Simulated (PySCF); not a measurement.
# Broadened absorption spectrum of C4H11ClSi2

Species: C4H11ClSi2.
SMILES with atom numbers: `[Cl:1][CH2:2][Si@@H:3]1[CH2:4][CH2:5][CH2:6][SiH2:7]1` (hydrogens: H8, H9 on C2; H10 on Si3; H11, H12 on C4; H13, H14 on C5; H15, H16 on C6; H17, H18 on Si7)

Level of theory: TDDFT wB97X-D/def2-SVPD, vertical, gas phase, core orbitals frozen in the response (PySCF). The structure is a single GFN2-xTB conformer in the gas phase; no vibrational or solvent corrections.

Computed states:

```tsv
state	E (eV)	f
S1	6.36	0.015
S2	6.84	0.037
S3	6.99	0.072
S4	7.31	0.0060
S5	7.36	0.0034
S6	7.60	0.024
S7	7.67	0.061
S8	7.73	0.036
```

Each state is given a Gaussian of 0.3 eV full width at half maximum, with ε(max) = 2.175×10⁸ f / Δν̃ (Δν̃ the width in cm⁻¹). The width is an assumption, not a result. The curve ends short of the highest state used, and states not computed would add to its high-energy end.

(1) What does the envelope look like, and where are its maxima?

(2) On this curve, what absorbance would a 10⁻³ mol/L sample give at 193 nm over a 1 cm path?

(3) Coming from long wavelengths, where does ε first pass 100 L mol⁻¹ cm⁻¹?

Answers

(1) 
```tsv
E (eV)	ε (L mol⁻¹ cm⁻¹)
5.91	3
5.93	5
5.95	8
5.97	13
6.00	27
6.02	41
6.04	61
6.06	89
6.08	126
6.11	205
6.13	274
6.15	358
6.17	457
6.20	627
6.22	752
6.24	879
6.26	1002
6.29	1166
6.31	1250
6.33	1309
6.35	1337
6.37	1333
6.40	1269
6.42	1195
6.44	1102
6.46	998
6.49	846
6.51	760
6.53	698
6.55	670
6.58	710
6.60	804
6.62	959
6.64	1180
6.66	1473
6.69	2046
6.71	2517
6.73	3052
6.75	3643
6.78	4607
6.80	5275
6.82	5942
6.84	6582
6.86	7171
6.89	7905
6.91	8259
6.93	8481
6.95	8558
6.98	8384
7.00	8082
7.02	7645
7.04	7096
7.07	6127
7.09	5431
7.11	4735
7.13	4069
```

Maxima: 195 nm (6.36 eV), ε about 1300, made up of S1 (100%); 178 nm (6.95 eV), ε about 8600, made up of S2 (27%) and S3 (73%) (ε in L mol⁻¹ cm⁻¹; maxima over ε = 5, shares over 10%).

(2) 193 nm is 6.424 eV, where ε is about 1200 L mol⁻¹ cm⁻¹, so A = ε c l ≈ 1.2 (Beer–Lambert, with the gas-phase spectrum and the assumed width).

(3) At about 204 nm (6.07 eV), 0.29 eV below S1.
